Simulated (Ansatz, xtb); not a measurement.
## C4H8BrClSi: which of two isomers lies lower

We compare a, `Cl[C@@H]1CC[C@H](Br)[SiH2]1`, a singlet, with b, `ClC[C@@H]1CC[Si@H]1Br`, a singlet. Both are isolated molecules in the gas phase, relaxed with PBE0-D3(BJ)/def2-SVP; the shapes shown needn't be the lowest conformers.

a (Å):

```xyz
15

C    -0.7032   -1.5070    0.2246
C    -0.2198   -0.0559    0.2333
C    -1.3915    0.8559    0.6040
C    -2.5503    0.5123   -0.3348
Br   -4.2741    1.1339    0.3188
Cl   -0.8994   -2.1030    1.9192
Si   -2.4326   -1.3788   -0.5870
H     0.0120   -2.1846   -0.2596
H     0.1395    0.1865   -0.7840
H     0.6344    0.0758    0.9162
H    -1.1220    1.9217    0.5477
H    -1.6877    0.6469    1.6444
H    -2.4188    1.0169   -1.3037
H    -2.3917   -1.7227   -2.0418
H    -3.4817   -2.1685    0.1080
```

b (Å):

```csv
atom,x (Å),y (Å),z (Å)
C,0.1029,-1.1830,-0.7665
C,-0.6905,-0.5986,0.3634
C,-0.2818,-0.9567,1.8195
C,-1.6524,-0.8784,2.5461
Br,-4.2243,-0.1551,0.1719
Cl,1.8162,-0.6256,-0.7369
Si,-2.4045,-1.2391,0.8616
H,0.1394,-2.2809,-0.7179
H,-0.3047,-0.8897,-1.7435
H,-0.7496,0.4989,0.2628
H,0.1107,-1.9875,1.8499
H,0.5026,-0.3039,2.2329
H,-1.8768,0.1504,2.8678
H,-1.8035,-1.5586,3.3947
H,-2.6097,-2.6871,0.5648
```

Task: Estimate E(b) − E(a) at the level CCSD(T)/def2-SVP + ΔMP2/def2-TZVPP.

Result: Calculated at CCSD(T)/def2-SVP + ΔMP2/def2-TZVPP: E(b) − E(a) = −0.929 eV, so structure b lies lower.

Level by level:

```tsv
level	geometry	E(b) − E(a) (eV)	departure from the last row (eV)	job, with rough time for the two
GFN2-xTB	GFN2-xTB	−0.670	+0.259	optimisation, 0.39 s
HF/STO-3G	GFN2-xTB	−0.532	+0.397	single point, 0.7 s
r2SCAN-D4/def2-SVP	GFN2-xTB	−0.869	+0.060	single point, 6.9 s
PBE0-D3(BJ)/def2-SVP	PBE0-D3(BJ)/def2-SVP	−0.951	−0.022	optimisation, 80 s
HF/def2-SVP	PBE0-D3(BJ)/def2-SVP	−1.020	−0.090	part of the CCSD(T) run
MP2/def2-SVP	PBE0-D3(BJ)/def2-SVP	−0.940	−0.011	part of the CCSD(T) run
CCSD(T)/def2-SVP	PBE0-D3(BJ)/def2-SVP	−0.890	+0.040	single point
CCSD(T)/def2-SVP + ΔMP2/def2-TZVPP	PBE0-D3(BJ)/def2-SVP	−0.929		single point, 2.8 min
```

As drawn, b has 1 Br–Si, 1 C–H in place of 1 C–Br, 1 Si–H. Structure a has a 5-membered ring, b a 4-membered ring.

None of the levels shown reverses the order. The largest departure from CCSD(T)/def2-SVP + ΔMP2/def2-TZVPP is that of HF/STO-3G, 0.397 eV. The last row adds to CCSD(T) the change of the MP2 difference between the two basis sets, here −0.040 eV.

With thermal terms from frequencies at re-optimised GFN2-xTB minima (ideal gas, soft modes damped towards free rotors, one conformer each, 298.15 K, 1 atm): on the last row, ΔE + ΔZPE = −0.866, ΔH = −0.852, ΔG = −0.911 eV.

The correlated steps freeze 23 core orbitals; the filled d shell of Br is correlated, in a basis made for valence electrons. Programs: Ansatz 0.2.0, xtb 6.7.1; the last row on 4 threads of Arm Neoverse V1 on a shared host.
